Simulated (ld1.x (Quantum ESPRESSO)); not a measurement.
# An all-electron radial function and its pseudo partner (S)

Columns: radius, all-electron u(r) and pseudo u(r) of the 3s shell (level -17.43 eV) of sulfur in the configuration [Ne] 3s1.75 3p4.25; PBE, scalar-relativistic, TM semilocal scheme, ld1.x (Quantum ESPRESSO) 7.5.

| r (bohr) | all-electron | pseudo |
| --- | --- | --- |
| 0.073 | 0.1878 | 0.0592 |
| 0.146 | -0.0652 | 0.1145 |
| 0.219 | -0.2925 | 0.1628 |
| 0.292 | -0.3986 | 0.2016 |
| 0.365 | -0.3933 | 0.2309 |
| 0.438 | -0.3104 | 0.2529 |
| 0.511 | -0.1822 | 0.2724 |
| 0.584 | -0.0337 | 0.2951 |
| 0.657 | 0.1182 | 0.3273 |
| 0.730 | 0.2626 | 0.3743 |
| 0.803 | 0.3930 | 0.4388 |
| 0.876 | 0.5063 | 0.5182 |
| 0.949 | 0.6016 | 0.6028 |
| 1.022 | 0.6792 | 0.6792 |
| 1.095 | 0.7402 | 0.7402 |
| 1.168 | 0.7854 | 0.7854 |
| 1.241 | 0.8165 | 0.8165 |
| 1.314 | 0.8350 | 0.8350 |
| 1.387 | 0.8428 | 0.8428 |
| 1.460 | 0.8414 | 0.8414 |
| 1.533 | 0.8323 | 0.8323 |
| 1.606 | 0.8169 | 0.8169 |
| 1.679 | 0.7966 | 0.7966 |
| 1.752 | 0.7723 | 0.7723 |
| 1.825 | 0.7452 | 0.7452 |
| 1.898 | 0.7159 | 0.7159 |

Question: How many radial nodes do the two functions have?

Answer: The all-electron 3s function has n − l − 1 = 2; the pseudo-wave has 0, since the states of the same l below it are removed with the core.

Question: At about which radius was the pseudo-wave matched?

Answer: 1.05 bohr, where the columns begin to agree (steps of 0.07 bohr).

Question: Where does each function peak?

Answer: Outermost all-electron maximum near 1.39 bohr, pseudo maximum near 1.39 bohr (to the table’s step).

Question: Is the pseudo-wave norm-conserving?

Answer: Yes: the TM semilocal scheme keeps the norm inside the radius equal to the all-electron one, which fixes the energy derivative of the logarithmic derivative at the level.
